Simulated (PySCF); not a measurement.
**Core-level binding energies of `C[SiH2][O][GeH2-]`**

CH₇GeOSi (charge -1).
Bonds: C1–Si2, Si2–O3, O3–Ge4. Hydrogens: H5, H6, H7 on C1; H8, H9 on Si2; H10, H11 on Ge4.

Method used: delta-SCF UKS SCAN, pcX-2 on the ionised atom, pcseg-1 elsewhere, spin-free X2C in PySCF 2.14.0. Binding energies are ΔSCF values: E(core-ionised, relaxed orbitals) − E(ground state) at a fixed geometry, referred to the vacuum level.

What binding energy does each computed site have?

```json
{"atom(s)": "Si2", "bonded to": "O, C and 2 H", "level": "Si 1s", "binding energy (eV)": "1842.15", "2p1/2 (eV)": "–", "count": "1"}
{"atom(s)": "O3", "bonded to": "Ge and Si", "level": "O 1s", "binding energy (eV)": "531.50", "2p1/2 (eV)": "–", "count": "1"}
{"atom(s)": "C1", "bonded to": "3 H and Si", "level": "C 1s", "binding energy (eV)": "286.34", "2p1/2 (eV)": "–", "count": "1"}
{"atom(s)": "Si2", "bonded to": "O, C and 2 H", "level": "Si 2p3/2", "binding energy (eV)": "102.22", "2p1/2 (eV)": "102.84", "count": "1"}
```

Which photon energy gives electrons from Si 1s of Si2 a kinetic energy of 200 eV, and what is their de Broglie wavelength?

hν = 1842.15 + 200 = 2042.15 eV, recoil neglected; λ = 12.264 Å/√(E/eV) = 0.87 Å.

Express the binding energy of Si 1s of Si2 in atomic units and per mole.

1842.15 eV = 67.6978 Eh = 177740 kJ/mol.

For 2p shells one spin-free hole was relaxed; a mean-field spin–orbit operator and the ground-state splitting of the three 2p orbitals were then diagonalised within the shell. The shell's mean is (2 × 2p3/2 + 2p1/2)/3, and the degeneracies 2j + 1 give areas of 2:1. 2p1/2 minus 2p3/2 (ligand field included): Si 0.62 eV. No level of germanium is listed. The species carries charge -1, so core ionisation leaves a neutral species. The basis sets have no added diffuse functions. Isolated species at its PBE0-D3(BJ)/def2-SVP geometry (one conformer only).

Conformer computed: `[CH3:1][SiH2:2][O:3][GeH2-:4]`: C1–Si2–O3–Ge4 -179°.
